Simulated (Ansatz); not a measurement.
Cl₃GaH₂Se (`[Cl][Ga-]([Cl])([Cl])[SeH2+]`). Charge 0, multiplicity 1. The geometry is a stationary point of PBE0-D4/def2-TZVP. It is one conformer, not always the lowest.

```xyz
7

Cl   -2.398    0.917   -0.618
Ga   -0.426    0.926    0.232
Cl    0.959    2.419   -0.446
Cl   -0.246    0.288    2.277
Se    0.570   -1.152   -1.044
H    -0.190   -2.129   -0.251
H     1.731   -1.269   -0.149
```

(1) What is the dipole moment at ωB97M-V/def2-TZVPP? (Best estimate.)

(2) And with PBE, r2SCAN, B3LYP? (An estimate is asked.)

(3) Give the Mulliken charges with ωB97M-V, PBE, r2SCAN in def2-TZVPP. (Estimate.)

## Answers

(1) Computed: 4.92 D, with components (1.97, -4.24, -1.52) D in this frame, pointing from negative to positive charge.

(2) The calculation gave: PBE 4.86 D, r2SCAN 5.00 D, B3LYP 4.93 D.

(3) The calculation gave: 
```csv
atom,ωB97M-V,PBE,r2SCAN
Cl1,-0.26,-0.26,-0.29
Ga2,0.51,0.51,0.60
Cl3,-0.26,-0.26,-0.29
Cl4,-0.26,-0.26,-0.29
Se5,0.00,0.05,0.05
H6,0.14,0.11,0.11
H7,0.14,0.11,0.11
```

B3LYP here is the variant with VWN-RPA as its local correlation; programs differ in this.
